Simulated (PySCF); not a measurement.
Computed IR spectrum (relative IR intensity) of a molecule C5H4F2O. The structure is a stationary point at PBE0-D3(BJ)/def2-SVP. The values are those of a single conformer. Level of theory: PBE0-D3(BJ)/def2-SVP in PySCF 2.14.0. No scaling factor is applied to the harmonic values.

```tsv
ν (cm⁻¹)	relative intensity
602	2.3
675	3.6
875	8.2
881	12
906	5.4
924	3.3
962	10
1109	39
1189	27
1253	100
1337	7.2
1355	3.4
1396	6.4
1422	36
1774	11
1805	5.4
3081	4.5
```

### Question
Pick the molecule that these values belong to.
(A) Cc1coc(F)c1F
(B) C#C[C@@]1(F)OC[C@@H]1F
(C) F/C=C1\OC\C1=C/F
(D) C=C1OC=C(F)[C@H]1F

### Answer
D, C=C1OC=C(F)[C@H]1F
